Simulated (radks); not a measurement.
Results of a calculation; reference values are marked as such.
Question: Species: Pm+. Configuration: [Xe] 4f5 6s1 (the NIST ground configuration). Code: a radial shooting solver on a logarithmic mesh with Libxc functionals. Model: Dirac Kohn-Sham, PBE, spin-unpolarised, spherical densities, finite nucleus; open shells fill j = l - 1/2 first; Fermi nuclear charge, rms radius 4.962 fm.

Spin-orbit splittings of the eigenvalues, e(l+1/2) - e(l-1/2), with zeta = 2 splitting/(2l+1) and mean radii in bohr:

shell  occ.  splitting (eV)  zeta (eV)  <r> j=l-1/2  <r> j=l+1/2
2p        6           560.2      373.5      0.08245      0.08896
3p        6           112.7      75.10       0.2498       0.2624
3d       10           24.41      9.765       0.2339       0.2378
4p        6           24.57      16.38       0.6082       0.6368
4d       10           4.364      1.746       0.6828       0.6930
4f        5               ?          ?        1.047        1.067
5p        6           3.269      2.179        1.628        1.720

Estimate the 4f splitting.

Answer: 0.4683 eV (zeta = 0.1338 eV).
